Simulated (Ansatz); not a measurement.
`[OH][GeH3]` + `[F][GeH3]` → `[F][GeH2][GeH3]` + H₂O  (formal exchange of groups at a Ge–O bond)

Isolated molecules relaxed with PBE0-D4/def2-TZVP in Ansatz; ΔE leaves out vibrations. CCSD(T)/CBS is the MP2 limit (def2-TZVPP, def2-QZVPP) plus CCSD(T) − MP2 in def2-TZVPP, frozen cores. This one scheme is used for every species. DFT in def2-TZVPP. B3LYP here is the variant with VWN-RPA as its local correlation; programs differ in this. HSE06 is defined as in plane-wave codes. For Ge outer-core shells are correlated without core-valence functions, which leaves a few kJ/mol of doubt a bond. Scalar relativity is left out up to krypton.

```
             level  ΔE (kJ/mol)  difference from CCSD(T)/CBS
       LDA (SPW92)        -21.2                         -7.7
            PBE-D4        -20.9                         -7.4
         revPBE-D4        -18.0                         -4.5
           BLYP-D4        -11.7                          1.8
            B97M-V          1.6                         15.1
           PBE0-D4        -18.8                         -5.3
          B3LYP-D4        -10.8                          2.7
        r2SCANh-D4        -11.5                          2.0
        r2SCAN0-D4        -12.2                          1.3
          HSE06-D4        -18.9                         -5.4
          BHLYP-D4         -6.7                          6.8
      CAM-B3LYP-D4         -4.1                          9.4
           ωB97X-V         -4.3                          9.2
           ωB97M-V         -8.4                          5.1
            B2PLYP         -3.9                          9.6
          PBE-QIDH         -9.8                          3.7
               PBE        -18.3                         -4.8
            r2SCAN        -10.2                          3.3
              PBE0        -16.4                         -2.9
             B3LYP         -6.7                          6.8
           r2SCANh        -10.7                          2.8
           r2SCAN0        -11.3                          2.2
             HSE06        -16.5                         -3.0
             BHLYP         -1.3                         12.2
         CAM-B3LYP         -1.3                         12.2
RPA@PBE/def2-TZVPP         -2.2                         11.3
       HF/def2-SVP         12.5                         26.0
      MP2/def2-SVP          6.9                         20.4
     CCSD/def2-SVP          4.2                         17.7
  CCSD(T)/def2-SVP          3.6                         17.1
     HF/def2-TZVPP         13.1                         26.6
    MP2/def2-TZVPP         -4.9                          8.6
SCS-MP2/def2-TZVPP          2.2                         15.7
   CCSD/def2-TZVPP         -5.8                          7.7
CCSD(T)/def2-TZVPP         -6.9                          6.6
     HF/def2-QZVPP         13.8                         27.3
    MP2/def2-QZVPP         -8.5                          5.0
SCS-MP2/def2-QZVPP         -0.5                         13.0
      HF/CBS(def2)         13.9                         27.4
    CCSD/CBS(def2)        -12.4                          1.1
       CCSD(T)/CBS        -13.5                            0
```

Largest T1 diagnostic among the species: 0.012.

From BLYP to BHLYP (50 % exact exchange), in def2-TZVPP and without D4, ΔE moves by +6.2 kJ/mol. At CCSD(T), def2-SVP lies +17.1 kJ/mol from the extrapolated value and def2-TZVPP +6.6 kJ/mol.
